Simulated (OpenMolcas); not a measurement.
**Ti I: CASPT2 settings compared**

```json
{
  "Program": "OpenMolcas",
  "Basis": "ANO-RCC-VDZ [5s4p2d]",
  "Scalar Hamiltonian": "DKH2, point nucleus",
  "Active space": "4 electrons in 6 orbitals (3d 4s)",
  "State averaging": "2S+1 = 5 even, 15 roots (10 in the spin-orbit step); 2S+1 = 3 even, 60 roots (26 in the spin-orbit step); 2S+1 = 1 even, 50 roots (14 in the spin-orbit step)",
  "Spin-orbit coupling": "state interaction with AMFI integrals over the reference wave functions, term energies averaged over their components"
}
```

Methods on the same reference wave functions:
A. CASSCF
B. SS-CASPT2, IPEA 0.35 Eh, imaginary shift 0.1 Eh (closed shells correlated: 3s 3p)
C. SS-CASPT2, IPEA 0.5 Eh, real shift 0.15 Eh (closed shells correlated: none)
D. MS-CASPT2, IPEA 0.5 Eh, real shift 0.15 Eh (closed shells correlated: none)
E. XMS-CASPT2, IPEA 0.35 Eh, imaginary shift 0.3 Eh (closed shells correlated: 2s 2p 3s 3p)

Energies in cm-1 above 3d2 4s2 3F2, the measured ground level; measured values from NIST Handbook of Basic Atomic Spectroscopic Data.

```json
{"Level": "3d2 4s2 3F2", "A": "0.0", "B": "0.0", "C": "0.0", "D": "0.0", "E": "0.0", "Measured": "0.0"}
{"Level": "3d2 4s2 3F3", "A": "141", "B": "141", "C": "141", "D": "141", "E": "140", "Measured": "170"}
{"Level": "3d2 4s2 3F4", "A": "324", "B": "325", "C": "324", "D": "324", "E": "323", "Measured": "387"}
{"Level": "3d2 4s2 1D2", "A": "6637", "B": "6760", "C": "7670", "D": "7670", "E": "11820", "Measured": "7255"}
```

A puts 3d3 4s 5F1 lowest.

Deviations, from unrounded energies. A percentage is the sum of absolute deviations over the sum of measured energies, with the sign that they share, or ± where signs differ.

```json
{"Against measurement": "mean absolute deviation (cm-1)", "Levels": "3", "A": "240", "B": "200", "C": "170", "D": "170", "E": "1600"}
{"Against measurement": "fine structure of the ground term (%)", "Levels": "2", "A": "-16.4", "B": "-16.4", "C": "-16.6", "D": "-16.6", "E": "-16.9"}
{"Against measurement": "other terms of the ground configuration (%)", "Levels": "1", "A": "-8.5", "B": "-6.9", "C": "+5.7", "D": "+5.7", "E": "+62.9"}
```

C, D lie about equally close to measurement and E furthest from it. The largest miss of D in the table is 3d2 4s2 1D2, by +410 cm-1. The ranking rests on the paired levels alone, and a cruder setting can come out closer through cancelling errors.

Among B to E the level of the table that moves most is 3d2 4s2 1D2, by 5100 cm-1 (lowest in B, highest in E). Moves below CASPT2's spread within the term are not significant.

The mean deviations of B to E differ by less than CASPT2's widest spread within a term (1700 cm-1), so their order carries little weight.

The lowest spin-free term lies below A's lowest term by 0.237 hartree in B, 0.057 hartree in C, 0.057 hartree in D, 0.280 hartree in E.

Term energies are means over components that CASPT2 splits; among the terms shown or strongly mixed into the levels shown the widest spread is 1700 cm-1 (3d2 4s2 3F, B). Over all roots computed the reference weight is 0.88 to 0.95 in E; the roots of lowest weight are the least certain, and an intruder state may touch them. Some high roots are left out of the spin-orbit mixing, which shifts the levels that they would mix with. Without dynamic correlation excited terms often stand tens of per cent too high (terms of higher spin than the ground term too low), and those without a measured partner can miss by more than the paired ones (holds for A). The lowest computed level is not the ground level that NIST lists (3F2) (holds for A). Configurations are named by rounded mean occupations; where the s occupation lies near a half they are strongly mixed, a name can repeat and a true partner stay unpaired (holds for A; B; C; D). Some terms miss by over 15 % even with CASPT2, which points to a basis or an active space too small for the shells correlated (holds for E). Computed and measured levels are paired by configuration, term and J; levels that our copy of the source lacks, or whose pairing is in doubt (as where it misses far off the trend of its configuration), stay unpaired and out of the deviations. Levels of configurations outside the active space are missing. Levels that lie high or do not pair safely by name in every column are left out.
